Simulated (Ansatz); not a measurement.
Consider the cleavage of the Al–Ge bond: `C[O][GeH2][AlH2]` + `[SiH3][SeH]` → `[AlH2][Se][SiH3]` + `C[O][GeH3]`.

Calculated with Ansatz (gas phase, PBE0-D4/def2-TZVP geometries, no zero-point term in ΔE). CCSD(T)/CBS is the MP2 limit (def2-TZVPP, def2-QZVPP) plus CCSD(T) − MP2 in def2-TZVPP, frozen cores. DFT in def2-TZVPP. For Ge, Se outer-core shells are correlated without core-valence functions, which leaves a few kJ/mol of doubt a bond. Scalar relativity is left out up to krypton. One conformer a species, not always the lowest.

`C[O][GeH2][AlH2]`:

Cartesian coordinates in Å:
```
C 0.366 -0.650 1.684
O -0.086 -1.339 0.549
Ge -0.939 -0.376 -0.705
Al 0.603 1.300 -1.727
H 0.897 -1.358 2.326
H -0.461 -0.218 2.265
H 1.065 0.162 1.432
H -2.176 0.267 -0.019
H -1.454 -1.452 -1.681
H 2.057 1.527 -1.132
H 0.128 2.138 -2.990
```

`[SiH3][SeH]`:

```xyz
6

Si    0.162   -0.418   -0.362
Se    0.420    1.160    1.263
H    -0.786   -1.479    0.058
H     1.516   -0.993   -0.551
H    -0.315    0.185   -1.631
H    -0.997    1.545    1.223
```

`[AlH2][Se][SiH3]`:

Z-matrix (Å, degrees):
```
Si
Se 1 2.284
H 1 1.484 2 111.0
H 1 1.484 2 111.1 3 -121.7
H 1 1.484 2 106.5 3 119.1
Al 2 2.311 1 94.8 3 60.9
H 6 1.579 2 117.5 1 180.0
H 6 1.583 2 118.3 1 -0.0
```

`C[O][GeH3]`:

Z-matrix (Å, degrees):
```
C
O 1 1.406
H 1 1.099 2 112.2
H 1 1.093 2 108.1 3 119.0
H 1 1.099 2 112.2 3 -122.0
Ge 2 1.779 1 117.8 3 61.0
H 6 1.542 2 108.9 1 -59.8
H 6 1.531 2 104.9 1 -180.0
H 6 1.542 2 108.9 1 59.9
```

CCSD(T)/CBS gives -115.8 kJ/mol.

Q: Another level gave -108.5 kJ/mol. Which?
A. PBE/def2-TZVPP
B. SCS-MP2/def2-TZVPP
C. CCSD(T)/def2-TZVPP
D. PBE0/def2-TZVPP

A: D. PBE0 -108.5, CCSD(T)/def2-TZVPP -113.7, PBE -101.7, SCS-MP2/def2-TZVPP -120.6 kJ/mol.

Largest T1 diagnostic among the species: 0.012.

From PBE to PBE0 (25 % exact exchange), in def2-TZVPP and without D4, ΔE moves by −6.8 kJ/mol.
